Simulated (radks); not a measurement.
Kr I, configuration [Kr]. Method: scalar-relativistic Kohn-Sham, LDA (Slater exchange, Perdew-Wang correlation), spin-polarised, spherical densities, point nucleus; computed with a radial shooting solver on a logarithmic mesh with Libxc functionals.

Local quantities along the radius. ELF = 1/(1 + alpha^2) is the electron localisation function; alpha = (tau - tau_W)/tau_unif compares the Pauli kinetic energy density with that of the uniform gas (summed over spins). tau is taken from the large components.

```
   r/bohr * ELF (the largest magnitude, 1, reaches the edge; | marks zero)
 0.003118 |                                                      *
 0.003572 |                                                      *
  0.00406 |                                                      *
 0.004651 |                                                      *
 0.005329 |                                                      *
 0.006105 |                                                      *
 0.006994 |                                                      *
 0.008013 |                                                      *
 0.009107 |                                                      *
  0.01043 |                                                      *
  0.01195 |                                                      *
   0.0137 |                                                      *
  0.01569 |                                                      *
  0.01783 |                                                      *
  0.02043 |                                                     *
  0.02341 |                                                     *
  0.02682 |                                                    *
  0.03073 |                                                 *
  0.03492 |                                             *
  0.04001 |                                      *
  0.04584 |                            *
  0.05251 |                    *
  0.06016 |                *
  0.06838 |                *
  0.07834 |                    *
  0.08975 |                           *
   0.1028 |                                   *
   0.1178 |                                        *
    0.135 |                                          *
   0.1534 |                                         *
   0.1758 |                                    *
   0.2014 |                           *
   0.2307 |                 *
   0.2643 |             *
   0.3004 |                 *
   0.3442 |                          *
   0.3943 |                                    *
   0.4517 |                                         *
   0.5175 |                                          *
   0.5882 |                                        *
   0.6739 |                                  *
   0.7721 |                        *
   0.8846 |             *
    1.013 |          *
    1.152 |              *
     1.32 |                            *
    1.512 |                                        *
    1.732 |                                            *
    1.984 |                                             *
    2.274 |                                           *
    2.584 |                                      *
     2.96 |                               *
    3.392 |                     *
    3.886 |           *
    4.452 |    *
     5.06 | *
    5.797 *
    6.641 *
```

On this mesh the ELF has minima near r = 0.068, 0.26, 1.0 bohr, which separate the shells, and maxima near 0.13 (0.78), 0.52 (0.78), 2.0 (0.83).
